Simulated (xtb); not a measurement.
CH₆S₂Si, SMILES C[SiH](S)S. All values are semi-empirical tight-binding results from xtb (GFN2-xTB unless named), good for trends rather than for accurate numbers. Geometry: GFN2-xTB. Other conformers were not sampled.

| Quantity | Result |
|---|---|
| orbital gap | 4.78 eV |
| zero-point energy | 39.4 kcal/mol |
| G − E(el) at 298.15 K (modified RRHO) | 18.8 kcal/mol |
| static polarisability (D4 model) | 82.4 bohr³ |
| solvation energy, GFN2-xTB/ALPB(water) | -1.4 kcal/mol |
| solvation energy, GFN2-xTB/ALPB(methanol) | -6.5 kcal/mol |
